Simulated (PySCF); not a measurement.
Compound: C₈H₇N.
Atom-mapped SMILES: `[CH3:1][C:2]#[C:3][c:4]1[cH:5][cH:6][cH:7][n:8][cH:9]1` (hydrogens: H10, H11, H12 on C1; H13 on C5; H14 on C6; H15 on C7; H16 on C9)

The same species was optimised twice, with GFN2-xTB and with PBE0-D3(BJ)/def2-SVP (PySCF), and the same property calculations (PySCF, gas phase) were run on both structures.

```csv
coordinate,GFN2-xTB,PBE0-D3(BJ)/def2-SVP,change
C3–C4 (Å),1.413,1.426,+0.013
C2≡C3 (Å),1.203,1.215,+0.012
C4–C9 (Å),1.399,1.409,+0.010
C1–C2 (Å),1.444,1.452,+0.008
C7–N8 (Å),1.323,1.331,+0.008
C4–C5 (Å),1.396,1.404,+0.008
N8–C9 (Å),1.318,1.325,+0.007
C6–C7 (Å),1.388,1.395,+0.007
C5–C6 (Å),1.383,1.389,+0.006
C3–C4–C5 (°),121.3,121.9,+0.6
C5–C4–C9 (°),117.6,117.2,-0.4
C4–C9–N8 (°),123.4,123.8,+0.4
C7–N8–C9 (°),118.4,118.2,-0.2
C3–C4–C9 (°),121.1,120.9,-0.2
C2–C3–C4 (°),179.7,179.9,+0.2
C4–C5–C6 (°),118.8,119.0,+0.2
C5–C6–C7 (°),118.5,118.6,+0.1
```

Rotational constants: A = 5727, B = 843.1, C = 738.3 MHz (GFN2-xTB) against A = 5667, B = 828.9, C = 726.5 MHz (PBE0-D3(BJ)/def2-SVP).

On the GFN2-xTB structure: lowest singlet, TDDFT (eV) 4.61 [PBE0/def2-SVPD]; lowest triplet, Tamm–Dancoff (eV) 3.53 [PBE0/def2-SVPD]; isotropic polarisability (au) 103.8 [PBE0/def2-SVPD]; HOMO (eV) -6.85 [PBE0/def2-SVPD]; LUMO (eV) -1.14 [PBE0/def2-SVPD]; dipole (D) 2.67 [PBE0/def2-SVPD]; HOMO (eV) -6.86 [PBE0/pcSseg-1]; LUMO (eV) -1.12 [PBE0/pcSseg-1]; dipole (D) 2.69 [PBE0/pcSseg-1]; GIAO shielding of C1 (ppm) 181.1 [PBE0/pcSseg-1]; GIAO shielding of C2 (ppm) 86.6 [PBE0/pcSseg-1]; GIAO shielding of C3 (ppm) 102.4 [PBE0/pcSseg-1]; GIAO shielding of C4 (ppm) 62.1 [PBE0/pcSseg-1]; GIAO shielding of C5 (ppm) 41.1 [PBE0/pcSseg-1]; GIAO shielding of C6 (ppm) 59.4 [PBE0/pcSseg-1]; GIAO shielding of C7 (ppm) 33.5 [PBE0/pcSseg-1]; GIAO shielding of N8 (ppm) -91.5 [PBE0/pcSseg-1].

What do these properties become on the PBE0-D3(BJ)/def2-SVP structure?

| property | level | on GFN2-xTB | on PBE0-D3(BJ)/def2-SVP | change |
| --- | --- | --- | --- | --- |
| lowest singlet, TDDFT (eV) | PBE0/def2-SVPD | 4.61 | 4.58 | -0.03 |
| lowest triplet, Tamm–Dancoff (eV) | PBE0/def2-SVPD | 3.53 | 3.46 | -0.07 |
| isotropic polarisability (au) | PBE0/def2-SVPD | 103.8 | 106.0 | +2.2 |
| HOMO (eV) | PBE0/def2-SVPD | -6.85 | -6.85 | 0.00 |
| LUMO (eV) | PBE0/def2-SVPD | -1.14 | -1.21 | -0.07 |
| dipole (D) | PBE0/def2-SVPD | 2.67 | 2.67 | 0.00 |
| energy, GFN2-xTB geometry as zero (kcal/mol) | PBE0/def2-SVPD | 0.0 | -1.0 | -1.0 |
| HOMO (eV) | PBE0/pcSseg-1 | -6.86 | -6.86 | 0.00 |
| LUMO (eV) | PBE0/pcSseg-1 | -1.12 | -1.19 | -0.07 |
| dipole (D) | PBE0/pcSseg-1 | 2.69 | 2.68 | -0.01 |
| energy, GFN2-xTB geometry as zero (kcal/mol) | PBE0/pcSseg-1 | 0.0 | -0.3 | -0.3 |
| GIAO shielding of C1 (ppm) | PBE0/pcSseg-1 | 181.1 | 178.7 | -2.4 |
| GIAO shielding of C2 (ppm) | PBE0/pcSseg-1 | 86.6 | 85.9 | -0.7 |
| GIAO shielding of C3 (ppm) | PBE0/pcSseg-1 | 102.4 | 101.2 | -1.2 |
| GIAO shielding of C4 (ppm) | PBE0/pcSseg-1 | 62.1 | 59.1 | -3.0 |
| GIAO shielding of C5 (ppm) | PBE0/pcSseg-1 | 41.1 | 39.4 | -1.7 |
| GIAO shielding of C6 (ppm) | PBE0/pcSseg-1 | 59.4 | 57.2 | -2.2 |
| GIAO shielding of C7 (ppm) | PBE0/pcSseg-1 | 33.5 | 31.2 | -2.3 |
| GIAO shielding of N8 (ppm) | PBE0/pcSseg-1 | -91.5 | -94.5 | -3.0 |

The heavy atoms differ by 0.020 Å rms after alignment. Among bonds between heavy atoms C2≡C3 and C3–C4 change most and about equally (+0.012 to +0.013 Å). Changes are differences of the printed values. Neither structure is proved a minimum here.
